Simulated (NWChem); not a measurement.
All runs are NWChem calculations. System: H4ClFOSi2, charge 0, spin multiplicity 1, at a geometry optimised with PBE0/def2-SVP. The structure started from a generated list of species. Level: CCSD(T)/3-21G, 17 core orbitals frozen.

Part of the output:

```
             Northwest Computational Chemistry Package (NWChem) 7.3.0
             --------------------------------------------------------

                                NWChem Input Module
                                -------------------

 Scaling coordinates for geometry "geometry" by  1.889725989
 (inverse scale =  0.529177249)

                             Geometry "geometry" -> ""
                             -------------------------

 Output coordinates in angstroms (scale by  1.889725989 to convert to a.u.)

  No.       Tag          Charge          X              Y              Z
 ---- ---------------- ---------- -------------- -------------- --------------
    1 F                    9.0000     1.13894600     1.06265000     1.41751300
    2 Si                  14.0000     0.59753300    -0.29241500     0.73505900
    3 Cl                  17.0000     1.60558200    -0.51611400    -1.03540300
    4 O                    8.0000    -0.99720000    -0.15503500     0.45461500
    5 Si                  14.0000    -2.21949000     0.32710600    -0.57907100
    6 H                    1.0000     0.87560900    -1.42037900     1.63857400
    7 H                    1.0000    -2.19932900     1.81050000    -0.72427500
    8 H                    1.0000    -3.50881000    -0.11117400     0.02036200
    9 H                    1.0000    -2.02789500    -0.31423600    -1.91118300

 Effective nuclear repulsion energy (a.u.)     371.1068364699

            Nuclear Dipole moment (a.u.)
            ----------------------------
        X                 Y               Z
 ---------------- ---------------- ----------------
    -0.0000283459     0.0000321253    -0.0000075589


 Summary of "ao basis" -> "" (spherical)
 ------------------------------------------------------------------------------
       Tag                 Description            Shells   Functions and Types
 ---------------- ------------------------------  ------  ---------------------
 *                           3-21g                    on all atoms

 Summary of "ao basis" -> "ao basis" (spherical)
 ------------------------------------------------------------------------------
       Tag                 Description            Shells   Functions and Types
 ---------------- ------------------------------  ------  ---------------------
 F                           3-21g                   5        9   3s2p
 Si                          3-21g                   7       13   4s3p
[...]
task       468 out of       780 done  60%  at       2.9 secs
task       507 out of       780 done  65%  at       3.1 secs
task       546 out of       780 done  70%  at       3.3 secs
task       585 out of       780 done  75%  at       3.5 secs
task       624 out of       780 done  80%  at       3.6 secs
task       663 out of       780 done  85%  at       3.8 secs
task       702 out of       780 done  90%  at       4.0 secs
task       741 out of       780 done  95%  at       4.1 secs
task       780 out of       780 done 100%  at       4.3 secs
 commencing triples evaluation - blocking       1
 ccsd(t): done        1 out of       32 progress:    3.1%
 ccsd(t): done        2 out of       32 progress:    6.2%
 ccsd(t): done        3 out of       32 progress:    9.4%
 ccsd(t): done        4 out of       32 progress:   12.5%
 ccsd(t): done        5 out of       32 progress:   15.6%
 ccsd(t): done        6 out of       32 progress:   18.8%
 ccsd(t): done        7 out of       32 progress:   21.9%
 ccsd(t): done        8 out of       32 progress:   25.0%
 ccsd(t): done        9 out of       32 progress:   28.1%
 ccsd(t): done       10 out of       32 progress:   31.2%
 ccsd(t): done       11 out of       32 progress:   34.4%
 ccsd(t): done       12 out of       32 progress:   37.5%
 ccsd(t): done       13 out of       32 progress:   40.6%
 ccsd(t): done       14 out of       32 progress:   43.8%
 ccsd(t): done       15 out of       32 progress:   46.9%
 ccsd(t): done       16 out of       32 progress:   50.0%
 ccsd(t): done       17 out of       32 progress:   53.1%
 ccsd(t): done       18 out of       32 progress:   56.2%
 ccsd(t): done       19 out of       32 progress:   59.4%
 ccsd(t): done       20 out of       32 progress:   62.5%
 ccsd(t): done       21 out of       32 progress:   65.6%
 ccsd(t): done       22 out of       32 progress:   68.8%
 ccsd(t): done       23 out of       32 progress:   71.9%
 ccsd(t): done       24 out of       32 progress:   75.0%
 ccsd(t): done       25 out of       32 progress:   78.1%
 ccsd(t): done       26 out of       32 progress:   81.2%
 ccsd(t): done       27 out of       32 progress:   84.4%
 ccsd(t): done       28 out of       32 progress:   87.5%
 ccsd(t): done       29 out of       32 progress:   90.6%
 ccsd(t): done       30 out of       32 progress:   93.8%
 ccsd(t): done       31 out of       32 progress:   96.9%
 ccsd(t): done       32 out of       32 progress:  100.0%
 Time for integral evaluation pass     1        4.31
 Time for triples evaluation pass      1        4.04

 pseudo-e(mp4)  -0.88400551835253E-02
 pseudo-e(mp5)   0.11199008164408E-02
        e(t)    -0.77201543670845E-02

 --------------
 CCSD(T) Energy
 --------------
 Reference energy:                   -1207.964696646686889

 CCSD corr. energy:                     -0.408837711378799
 T(CCSD) corr. energy:                  -0.008840055183525
 Total CCSD+T(CCSD) energy:          -1208.382374413249181

 CCSD corr. energy:                     -0.408837711378799
 (T) corr. energy:                      -0.007720154367085
 Total CCSD(T) energy:               -1208.381254512432861

 routine      calls  cpu(0)   cpu-min  cpu-ave  cpu-max   i/o
 aoccsd          1     0.03     0.03     0.03     0.03    0.00
 iterdrv         1     0.02     0.02     0.02     0.02    0.00
 pampt          11     0.18     0.18     0.18     0.18    0.00
 t2pm           11     0.54     0.54     0.54     0.54    0.00
 sxy            11     1.67     1.67     1.67     1.67    0.00
 ints      5747236    48.07    48.07    48.07    48.07    0.00
 t2eri        8580    17.59    17.59    17.59    17.59    0.00
 idx2         8580     3.89     3.89     3.89     3.89    0.00
 idx34          11     0.27     0.27     0.27     0.27    0.00
 ht2pm          11     0.59     0.59     0.59     0.59    0.00
 itm            11     1.80     1.80     1.80     1.80    0.00
 pdiis          11     0.03     0.03     0.03     0.03    0.00
 triples         1     0.00     0.00     0.00     0.00    0.00
 rdtrpo          1     0.03     0.03     0.03     0.03    0.00
 trpmos          1     4.31     4.31     4.31     4.31    0.00
 trpdrv          1     0.67     0.67     0.67     0.67    0.00
 dovvv      139264     0.97     0.97     0.97     0.97    0.00
 doooo      139264     0.58     0.58     0.58     0.58    0.00
 tengy      131072     1.65     1.65     1.65     1.65    0.00
 Total                82.87    82.87    82.87    82.87    0.00

 Task  times  cpu:       88.7s     wall:       88.7s

 Total times  cpu:       88.7s     wall:       88.7s
```

**Question.** Write an NWChem input that would produce this output.

**Answer.** This is not unique; one that fits is 
```
start mol
memory heap 100 mb stack 700 mb global 1900 mb
geometry units angstroms nocenter noautoz noautosym
  F      1.138946     1.062650     1.417513
  Si     0.597533    -0.292415     0.735059
  Cl     1.605582    -0.516114    -1.035403
  O     -0.997200    -0.155035     0.454615
  Si    -2.219490     0.327106    -0.579071
  H      0.875609    -1.420379     1.638574
  H     -2.199329     1.810500    -0.724275
  H     -3.508810    -0.111174     0.020362
  H     -2.027895    -0.314236    -1.911183
end
basis spherical
  * library 3-21g
end
scf
  rhf
  nopen 0
  maxiter 100
  thresh 1e-7
  semidirect memsize 60000000 filesize 0
end
ccsd
  freeze core 17
  maxiter 60
end
task ccsd(t) energy
```
